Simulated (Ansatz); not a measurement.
`CCCCCCCCCCCCO`. Total charge 0; triplet. Geometry PBE-D4/def2-SVP, that of the neutral singlet; atoms count from 1.

| atom | x (Å) | y (Å) | z (Å) |
| --- | --- | --- | --- |
| C1 | 0.816 | -1.898 | 5.431 |
| C2 | 1.001 | -0.846 | 4.337 |
| C3 | -0.308 | -0.468 | 3.635 |
| C4 | -0.180 | 0.651 | 2.591 |
| C5 | 0.773 | 0.362 | 1.420 |
| C6 | 0.456 | -0.907 | 0.612 |
| C7 | -0.954 | -0.962 | 0.002 |
| C8 | -1.320 | 0.206 | -0.925 |
| C9 | -0.408 | 0.365 | -2.146 |
| C10 | -0.860 | 1.479 | -3.098 |
| C11 | 0.075 | 1.737 | -4.284 |
| C12 | 0.188 | 0.576 | -5.264 |
| O13 | 0.997 | 0.994 | -6.352 |
| H14 | 0.388 | -2.837 | 5.020 |
| H15 | 0.123 | -1.542 | 6.222 |
| H16 | 1.777 | -2.157 | 5.922 |
| H17 | 1.735 | -1.219 | 3.590 |
| H18 | 1.458 | 0.071 | 4.772 |
| H19 | -1.049 | -0.153 | 4.404 |
| H20 | -0.745 | -1.378 | 3.165 |
| H21 | 0.161 | 1.580 | 3.100 |
| H22 | -1.192 | 0.887 | 2.195 |
| H23 | 1.816 | 0.287 | 1.799 |
| H24 | 0.776 | 1.243 | 0.742 |
| H25 | 1.214 | -1.011 | -0.194 |
| H26 | 0.597 | -1.802 | 1.256 |
| H27 | -1.709 | -1.021 | 0.816 |
| H28 | -1.056 | -1.915 | -0.564 |
| H29 | -1.327 | 1.160 | -0.351 |
| H30 | -2.367 | 0.068 | -1.275 |
| H31 | -0.360 | -0.606 | -2.688 |
| H32 | 0.635 | 0.576 | -1.819 |
| H33 | -0.966 | 2.422 | -2.517 |
| H34 | -1.883 | 1.247 | -3.474 |
| H35 | 1.096 | 1.991 | -3.922 |
| H36 | -0.276 | 2.622 | -4.858 |
| H37 | 0.623 | -0.317 | -4.750 |
| H38 | -0.841 | 0.280 | -5.597 |
| H39 | 1.094 | 0.237 | -6.955 |

At PBE0-D4/def2-SVP a singlet of charge 0 lies 7.08 eV below the triplet at the same geometry.

(1) Estimate the Mulliken populations of the heavy atoms from the PBE0/def2-SVP orbitals of Ansatz.

(2) Where does the spin sit?

(3) And the Mayer bond orders between heavy atoms (over 0.3)?

## Answers

(1) 
| atom | charge (e) | spin (α − β) |
| --- | --- | --- |
| C1 | -0.08 | 0.00 |
| C2 | -0.12 | 0.00 |
| C3 | -0.09 | 0.00 |
| C4 | -0.05 | 0.00 |
| C5 | -0.08 | 0.00 |
| C6 | -0.08 | 0.00 |
| C7 | -0.05 | 0.00 |
| C8 | -0.07 | 0.00 |
| C9 | -0.11 | 0.00 |
| C10 | -0.07 | 0.01 |
| C11 | -0.10 | 0.00 |
| C12 | 0.10 | 0.01 |
| O13 | 0.23 | 0.78 |
Mulliken values depend strongly on the basis.

(2) Summed by element: C 0.02, O 0.78, H 1.20, of 2 unpaired in all. Largest on single atoms: H39 0.83, O13 0.78, H37 0.18.

(3) C1–C2 1.09 (1.53 Å); C2–C3 1.06 (1.53 Å); C3–C4 1.08 (1.54 Å); C4–C5 1.07 (1.54 Å); C5–C6 1.07 (1.54 Å); C6–C7 1.07 (1.54 Å); C7–C8 1.08 (1.54 Å); C8–C9 1.06 (1.53 Å); C9–C10 1.06 (1.53 Å); C10–C11 1.06 (1.53 Å); C11–C12 1.03 (1.52 Å); C12–O13 1.03 (1.42 Å).
